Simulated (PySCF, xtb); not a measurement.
B(CCH)(Cl)(OMe) (C3H4BClO), SMILES C#CB(Cl)OC. One conformer was computed; it need not be the lowest.

Harmonic wavenumbers (cm⁻¹) from GFN2-xTB (xtb) at its own minimum, in rising order: 77, 112, 132, 198, 263, 394, 428, 500, 505, 678, 696, 916, 1047, 1128, 1141, 1332, 1412, 1459, 1463, 2218, 2972, 2977, 2986, 3368.

**Question.** What does PBE-D3(BJ)/def2-SVP run with PySCF give at its own minimum? (The exact figures need the calculation; the answer reports its results.)

**Answer.** 57, 129, 133, 224, 263, 409, 452, 554, 574, 670, 718, 992, 1054, 1142, 1146, 1348, 1416, 1422, 1456, 2122, 2967, 3065, 3071, 3396. Paired by order, the mean absolute difference is 30 cm⁻¹ and the zero-point energies are 40.6 and 41.1 kcal/mol.
